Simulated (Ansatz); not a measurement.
[Cu(NH3)2]+ (CuN₂H₆⁺), 9 atoms. Hardware: 2 threads of Intel Xeon Platinum 8259CL on a shared host.

The 6-31G sets use Cartesian d functions.

Question: How many basis functions does each of these Ansatz runs have, and roughly what does it cost? r2SCAN-D4/def2-TZVP, charge 1 singlet, energy, from earlier orbitals; HF/6-31G, charge 1 singlet, energy; PBE0-D4/def2-TZVP, charge 2 doublet, relaxation, 4 steps; PBE-D4/def2-TZVP, charge 2 doublet, energy, from earlier orbitals; PBE-D4/def2-TZVP, charge 2 doublet at the geometry of the charge 1 singlet, energy, from earlier orbitals; PBE0-D4/def2-TZVP, charge 1 triplet at the geometry of the charge 1 singlet, energy; PBE0-D4/def2-TZVP, charge 1 singlet, relaxation, 4 steps; revPBE-D4/def2-TZVP, charge 1 singlet, energy, from earlier orbitals; r2SCANh-D4/def2-TZVP, charge 1 singlet, energy, from earlier orbitals; PBE0-D4/def2-SVP, charge 0 doublet at the geometry of the charge 1 singlet, energy with a search over starts; PBE0-D4/def2-SVP, charge 1 singlet, energy with a search over starts; B97M-V/def2-TZVP, charge 1 singlet, energy, from earlier orbitals.

Answer: Other jobs shared the machine, so times can vary by a factor of up to 3. A dash marks memory too small to be measured apart from the calling script's.

```json
{"run": "HF/6-31G, charge 1 singlet, energy", "functions": "59", "fitting or Cholesky vectors": "739", "wall time": "0.95 s", "peak host memory (GiB)": "–"}
{"run": "revPBE-D4/def2-TZVP, charge 1 singlet, energy, from earlier orbitals", "functions": "143", "fitting or Cholesky vectors": "1027", "wall time": "2.8 s", "peak host memory (GiB)": "–"}
{"run": "PBE0-D4/def2-SVP, charge 1 singlet, energy with a search over starts", "functions": "89", "fitting or Cholesky vectors": "950", "wall time": "3.3 s", "peak host memory (GiB)": "–"}
{"run": "r2SCAN-D4/def2-TZVP, charge 1 singlet, energy, from earlier orbitals", "functions": "143", "fitting or Cholesky vectors": "1027", "wall time": "4.2 s", "peak host memory (GiB)": "–"}
{"run": "PBE-D4/def2-TZVP, charge 2 doublet, energy, from earlier orbitals", "functions": "143", "fitting or Cholesky vectors": "1027", "wall time": "4.6 s", "peak host memory (GiB)": "–"}
{"run": "PBE-D4/def2-TZVP, charge 2 doublet at the geometry of the charge 1 singlet, energy, from earlier orbitals", "functions": "143", "fitting or Cholesky vectors": "1027", "wall time": "4.9 s", "peak host memory (GiB)": "–"}
{"run": "r2SCANh-D4/def2-TZVP, charge 1 singlet, energy, from earlier orbitals", "functions": "143", "fitting or Cholesky vectors": "1047", "wall time": "5.5 s", "peak host memory (GiB)": "–"}
{"run": "PBE0-D4/def2-SVP, charge 0 doublet at the geometry of the charge 1 singlet, energy with a search over starts", "functions": "89", "fitting or Cholesky vectors": "950", "wall time": "6 s", "peak host memory (GiB)": "–"}
{"run": "B97M-V/def2-TZVP, charge 1 singlet, energy, from earlier orbitals", "functions": "143", "fitting or Cholesky vectors": "1027", "wall time": "9 s", "peak host memory (GiB)": "–"}
{"run": "PBE0-D4/def2-TZVP, charge 1 triplet at the geometry of the charge 1 singlet, energy", "functions": "143", "fitting or Cholesky vectors": "1116", "wall time": "12 s", "peak host memory (GiB)": "–"}
{"run": "PBE0-D4/def2-TZVP, charge 1 singlet, relaxation, 4 steps", "functions": "143", "fitting or Cholesky vectors": "1116", "wall time": "18 s", "peak host memory (GiB)": "–"}
{"run": "PBE0-D4/def2-TZVP, charge 2 doublet, relaxation, 4 steps", "functions": "143", "fitting or Cholesky vectors": "1116", "wall time": "21 s", "peak host memory (GiB)": "–"}
```
